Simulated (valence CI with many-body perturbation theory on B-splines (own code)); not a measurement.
E1 line list for Pt⁷⁰⁺

Computed by valence CI with perturbative core correlation (CI+MBPT): six valence electrons over a frozen Dirac-Fock core [He], radial functions for each j: 9 s, 9 p, 8 d, 6 f, 3 g, 1 h, with the one-electron correlation potential Σ1 (screened to all orders), the two-electron term Σ2, the three-electron term Σ3, Breit, model QED; selected single and double excitations, second order for the rest, scaled by the run's own slope (own B-spline code, finite nucleus).

No measured spectrum was set against this ion. As an estimate, large intervals hold to a few tenths of a per cent, small ones and those within an open d or f shell to about a per cent. Among the levels kept, up to 1900 cm⁻¹ of a level comes from second order outside the variational space, and about a tenth of that is noise between levels of different J, which matters for small intervals.

Lines 101 to 150 of 208 in falling wavelength, among levels below 12051 eV, chosen from the strongest by gf and those to the six lowest levels. Wavelengths and rates use the calculated energies. Electric multipoles are in the length gauge with retardation, E1 and E2 with the static RPA response of the core. Weak lines are less certain than strong ones. Lines between different terms over intervals too small for the method are left out, as are lines whose strength nearly cancels. The highest levels of a list are the least certain.

Levels are named by their leading jj configuration (3d3/2^4 stands for four electrons in 3d with j = 3/2), which in mixed levels can hold well under half, so a name can repeat and another be missing. Letters in brackets count levels of one name in rising energy.

```tsv
λ vac (Å)	Upper	Lower	A (s⁻¹)	S (a.u.)
5.457	(2s 2p1/2^2 2p3/2^2 3p1/2) J=1 [b]	(2s^2 2p1/2^2 2p3/2 3p1/2) J=2	6.48e+12	1.56e-03
5.455	(2s 2p1/2^2 2p3/2^2 3p1/2) J=1 [a]	(2s^2 2p1/2^2 2p3/2 3p1/2) J=1	3.51e+12	8.44e-04
5.454	(2s 2p1/2^2 2p3/2^2 3p1/2) J=1 [b]	(2s^2 2p1/2^2 2p3/2 3p1/2) J=1	2.74e+13	6.58e-03
5.453	(2s 2p1/2^2 2p3/2^2 3p1/2) J=0	(2s^2 2p1/2^2 2p3/2 3p1/2) J=1	1.78e+13	1.43e-03
5.453	(2s 2p1/2^2 2p3/2^2 3p1/2) J=2 [b]	(2s^2 2p1/2^2 2p3/2 3p1/2) J=2	3.03e+13	1.21e-02
5.450	(2s 2p1/2^2 2p3/2^2 3s) J=2 [b]	(2s^2 2p1/2^2 2p3/2 3s) J=1	4.47e+12	1.78e-03
5.450	(2s 2p1/2^2 2p3/2^2 3p1/2) J=2 [b]	(2s^2 2p1/2^2 2p3/2 3p1/2) J=1	3.28e+12	1.31e-03
5.445	(2s 2p1/2^2 2p3/2^2 3s) J=1 [b]	(2s^2 2p1/2^2 2p3/2 3s) J=2	4.78e+12	1.14e-03
5.432	(2s 2p1/2 2p3/2^4) J=1	(2s^2 2p1/2 2p3/2^3) J=1	5.54e+12	1.31e-03
5.427	(2s 2p1/2^2 2p3/2^2 3s) J=2 [b]	(2s^2 2p1/2^2 2p3/2 3s) J=2	2.75e+13	1.08e-02
5.391	(2s 2p1/2^2 2p3/2^2 3s) J=0	(2s^2 2p1/2^2 2p3/2 3s) J=1	1.69e+13	1.31e-03
5.343	(2s 2p1/2^2 2p3/2^3) J=1	(2s^2 2p1/2^2 2p3/2^2) J=2	3.04e+13	6.86e-03
3.097	(2s 2p1/2 2p3/2^4) J=1	(2s^2 2p1/2^2 2p3/2^2) J=0	8.16e+08	3.59e-08
3.046	(2s 2p1/2 2p3/2^4) J=1	(2s^2 2p1/2^2 2p3/2^2) J=2	1.09e+11	4.55e-06
1.669	(2s^2 2p1/2^2 2p3/2 3p1/2) J=1	(2s 2p1/2^2 2p3/2^3) J=1	7.47e+09	5.14e-08
1.668	(2s^2 2p1/2^2 2p3/2 3p1/2) J=2	(2s 2p1/2^2 2p3/2^3) J=1	3.93e+10	4.51e-07
1.649	(2s^2 2p1/2^2 2p3/2 3p1/2) J=1	(2s 2p1/2^2 2p3/2^3) J=2	6.31e+10	4.19e-07
1.648	(2s^2 2p1/2^2 2p3/2 3p1/2) J=2	(2s 2p1/2^2 2p3/2^3) J=2	5.58e+09	6.16e-08
1.587	(2s^2 2p1/2^2 2p3/2 3s) J=2	(2s^2 2p1/2 2p3/2^3) J=2	8.22e+09	8.11e-08
1.585	(2s^2 2p1/2^2 2p3/2 3s) J=1	(2s^2 2p1/2 2p3/2^3) J=2	4.15e+09	2.45e-08
1.583	(2s^2 2p1/2^2 2p3/2 3s) J=2	(2s^2 2p1/2 2p3/2^3) J=1	1.78e+09	1.74e-08
1.581	(2s^2 2p1/2^2 2p3/2 3s) J=1	(2s^2 2p1/2 2p3/2^3) J=1	1.32e+10	7.70e-08
1.561	(2s^2 2p1/2^2 2p3/2 3p3/2) J=1	(2s 2p1/2^2 2p3/2^3) J=1	1.13e+10	6.38e-08
1.555	(2s^2 2p1/2^2 2p3/2 3p3/2) J=2	(2s 2p1/2^2 2p3/2^3) J=1	4.74e+09	4.39e-08
1.549	(2s^2 2p1/2^2 2p3/2 3p3/2) J=0	(2s 2p1/2^2 2p3/2^3) J=1	4.54e+11	8.34e-07
1.543	(2s^2 2p1/2^2 2p3/2 3p3/2) J=3	(2s 2p1/2^2 2p3/2^3) J=2	4.99e+10	6.34e-07
1.543	(2s^2 2p1/2^2 2p3/2 3p3/2) J=1	(2s 2p1/2^2 2p3/2^3) J=2	1.15e+11	6.28e-07
1.537	(2s^2 2p1/2^2 2p3/2 3p3/2) J=2	(2s 2p1/2^2 2p3/2^3) J=2	7.05e+10	6.32e-07
1.444	(2s^2 2p1/2^2 2p3/2 3d3/2) J=2	(2s^2 2p1/2 2p3/2^3) J=2	2.80e+10	2.08e-07
1.443	(2s^2 2p1/2^2 2p3/2 3d3/2) J=3	(2s^2 2p1/2 2p3/2^3) J=2	5.78e+09	5.99e-08
1.442	(2s^2 2p1/2^2 2p3/2 3d3/2) J=1	(2s^2 2p1/2 2p3/2^3) J=2	6.44e+10	2.86e-07
1.441	(2s^2 2p1/2^2 2p3/2 3d3/2) J=2	(2s^2 2p1/2 2p3/2^3) J=1	1.02e+11	7.53e-07
1.439	(2s^2 2p1/2^2 2p3/2 3d3/2) J=1	(2s^2 2p1/2 2p3/2^3) J=1	2.07e+09	9.15e-09
1.438	(2s^2 2p1/2^2 2p3/2 3d3/2) J=0	(2s^2 2p1/2 2p3/2^3) J=1	4.81e+10	7.07e-08
1.421	(2s^2 2p1/2^2 2p3/2 3d5/2) J=2	(2s^2 2p1/2 2p3/2^3) J=2	4.70e+09	3.33e-08
1.418	(2s^2 2p1/2^2 2p3/2 3d5/2) J=3	(2s^2 2p1/2 2p3/2^3) J=2	6.39e+09	6.29e-08
1.418	(2s^2 2p1/2^2 2p3/2 3d5/2) J=2	(2s^2 2p1/2 2p3/2^3) J=1	1.35e+09	9.48e-09
1.416	(2s^2 2p1/2^2 2p3/2 3d5/2) J=1	(2s^2 2p1/2 2p3/2^3) J=2	6.42e+09	2.70e-08
1.413	(2s^2 2p1/2^2 2p3/2 3d5/2) J=1	(2s^2 2p1/2 2p3/2^3) J=1	1.75e+10	7.29e-08
1.348	(2s^2 2p1/2 2p3/2^2 3p1/2) J=1 [a]	(2s 2p1/2^2 2p3/2^3) J=1	1.39e+11	5.05e-07
1.347	(2s^2 2p1/2 2p3/2^2 3p1/2) J=2 [a]	(2s 2p1/2^2 2p3/2^3) J=1	6.08e+09	3.67e-08
1.338	(2s^2 2p1/2 2p3/2^2 3p1/2) J=2 [b]	(2s 2p1/2^2 2p3/2^3) J=1	6.96e+11	4.11e-06
1.336	(2s^2 2p1/2 2p3/2^2 3p1/2) J=1 [b]	(2s 2p1/2^2 2p3/2^3) J=1	7.44e+10	2.63e-07
1.335	(2s^2 2p1/2 2p3/2^2 3p1/2) J=1 [a]	(2s 2p1/2^2 2p3/2^3) J=2	8.69e+09	3.06e-08
1.334	(2s^2 2p1/2 2p3/2^2 3p1/2) J=2 [a]	(2s 2p1/2^2 2p3/2^3) J=2	5.58e+10	3.27e-07
1.331	(2s^2 2p1/2 2p3/2^2 3p1/2) J=3	(2s 2p1/2^2 2p3/2^3) J=2	1.05e+11	8.55e-07
1.329	(2s^2 2p1/2 2p3/2^2 3p1/2) J=0	(2s 2p1/2^2 2p3/2^3) J=1	1.24e+12	1.44e-06
1.325	(2s^2 2p1/2 2p3/2^2 3p1/2) J=2 [b]	(2s 2p1/2^2 2p3/2^3) J=2	1.17e+12	6.69e-06
1.323	(2s^2 2p1/2 2p3/2^2 3p1/2) J=1 [b]	(2s 2p1/2^2 2p3/2^3) J=2	5.61e+10	1.93e-07
1.308	(2s 2p1/2^2 2p3/2^2 3s) J=2 [a]	(2s 2p1/2^2 2p3/2^3) J=1	2.86e+13	1.58e-04
```
